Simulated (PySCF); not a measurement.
# From orbital energies to excitation energies

Compound: C₅H₈F₂Si.
SMILES: `FC(F)[SiH]1CC=CC1`

Theory: PySCF, TDDFT B3LYP/def2-SVPD, vertical, gas phase, core orbitals frozen in the response. One conformer (not necessarily the lowest) at the GFN2-xTB geometry, without solvent, vibrations or thermal averaging.

Orbital energies (eV): HOMO-3 -9.32, HOMO-2 -8.47, HOMO-1 -8.24, HOMO -7.16, LUMO 0.09, LUMO+1 0.20, LUMO+2 0.32.

Computed singlets:

| state | E (eV) | f |
| --- | --- | --- |
| S1 | 6.38 | 0.0042 |
| S2 | 6.62 | 0.0005 |
| S3 | 7.00 | 0.0007 |
| S4 | 7.04 | 0.132 |
| S5 | 7.25 | 0.0050 |
| S6 | 7.33 | 0.0006 |
| S7 | 7.48 | 0.031 |
| S8 | 7.52 | 0.0000 |

**Question.** Assign a leading configuration to S1, S2, S4 and S6 and set E beside the orbital difference Δε.

**Answer.** 

```json
{"state": "S1", "leading configuration": "HOMO→LUMO+1", "weight": "0.99", "Δε (eV)": "7.36", "E (eV)": "6.38", "E − Δε (eV)": "-0.98", "f": "0.0042", "other configurations": "–"}
{"state": "S2", "leading configuration": "HOMO→LUMO+2", "weight": "0.96", "Δε (eV)": "7.48", "E (eV)": "6.62", "E − Δε (eV)": "-0.86", "f": "0.0005", "other configurations": "–"}
{"state": "S4", "leading configuration": "HOMO→LUMO", "weight": "0.78", "Δε (eV)": "7.25", "E (eV)": "7.04", "E − Δε (eV)": "-0.21", "f": "0.132", "other configurations": "–"}
{"state": "S6", "leading configuration": "HOMO-2→LUMO", "weight": "0.98", "Δε (eV)": "8.56", "E (eV)": "7.33", "E − Δε (eV)": "-1.23", "f": "0.0006", "other configurations": "–"}
```

E − Δε runs from -1.23 to -0.21 eV. By orbital difference alone the order would be S4, S1, S2, S6.

H and L stand for HOMO and LUMO. The other states: S3 7.00 eV, f 0.0007, H→L+3 (93%); S5 7.25 eV, f 0.0050, H→L+4 (94%); S7 7.48 eV, f 0.031, H-1→L (45%), H-1→L+2 (32%); S8 7.52 eV, f 0.0000, H-1→L+2 (53%), H-1→L (41%).

**Question.** Which computed triplets share their leading configuration (75% or more) with a singlet, and how far apart are the partners?

**Answer.** 

```csv
configuration,triplet,E(T) (eV),singlet,E(S) (eV),E(S) − E(T) (eV)
HOMO→LUMO,T1,4.53,S4,7.04,+2.51
HOMO→LUMO+1,T2,6.28,S1,6.38,+0.10
HOMO→LUMO+2,T3,6.56,S2,6.62,+0.06
```

The 3 triplets are Tamm–Dancoff values, the singlets full response.

Summed over the main configurations (up to three a state, each over 8%) of all 8 singlets, the electron leaves HOMO with weight 4.60, HOMO-1 with weight 1.71 and HOMO-2 with weight 0.98.
